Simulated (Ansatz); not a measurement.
Ansatz (a program for electronic structure) input (LC-wPBE/def2-TZVPD):

Ansatz 0.2 input:
```yaml
crystal:
  periodic: [false, false, false]
  atoms:
    - {symbol: C, position_ang: [-1.61566561, -0.23967747, 0.96882879]}
    - {symbol: B, position_ang: [-0.32427576, -0.05275317, 0.19743170]}
    - {symbol: S, position_ang: [-0.17509356, 1.43482000, -0.83178008]}
    - {symbol: S, position_ang: [1.05009100, -1.23455725, 0.26190596]}
    - {symbol: H, position_ang: [-2.43084086, 0.47422988, 0.92228508]}
    - {symbol: H, position_ang: [-1.80090824, -1.09386420, 1.61005725]}
    - {symbol: H, position_ang: [1.05914003, 1.23052757, -1.32346249]}
    - {symbol: H, position_ang: [0.48802243, -2.11326668, 1.10897497]}
basis:
  gaussian:
    orbitals: def2-TZVPD
hamiltonian:
  xc: {name: LC-wPBE}
magnetization: {spin_polarized: true, initial_magnetization: 1}
output: {forces: true}
```

End of the output:

```
mean field evaluation 8: about -23443.4082 eV, gradient 8.1e-2 eV
mean field evaluation 16: about -23443.3840 eV, gradient 4.2e-4 eV
mean field -23443.38400516 eV, -861.5284716932 hartree, gradient 8.8e-5 eV, S^2 0.756258; 0 other end points of the search recorded, 0 dependent functions left out
the calculation of the forces begins
reference -23443.38400517 eV, -861.5284716936 hartree; 24, 23 occupied and 178, 179 virtual orbitals, 1129 factors
Total energy: -23443.38400517 eV, -861.5284716936 hartree
Atom 0 at    -1.615666    -0.239677     0.968829 Å, force    -0.175974    -0.047054     0.118956 eV/Å
Atom 1 at    -0.324276    -0.052753     0.197432 Å, force     0.439467     0.100147    -0.285940 eV/Å
Atom 2 at    -0.175094     1.434820    -0.831780 Å, force     0.150036    -0.314057     0.125702 eV/Å
Atom 3 at     1.050091    -1.234557     0.261906 Å, force    -0.323359     0.115118     0.089317 eV/Å
Atom 4 at    -2.430841     0.474230     0.922285 Å, force     0.007040     0.022842    -0.018200 eV/Å
Atom 5 at    -1.800908    -1.093864     1.610057 Å, force     0.012621    -0.022157     0.007841 eV/Å
Atom 6 at     1.059140     1.230528    -1.323462 Å, force    -0.172670     0.005414     0.083643 eV/Å
Atom 7 at     0.488022    -2.113267     1.108975 Å, force     0.062838     0.139748    -0.121320 eV/Å
Dipole moment:    -0.141265    -0.170042     0.180315 e Å
```

It need not be the lowest isomer of its formula.
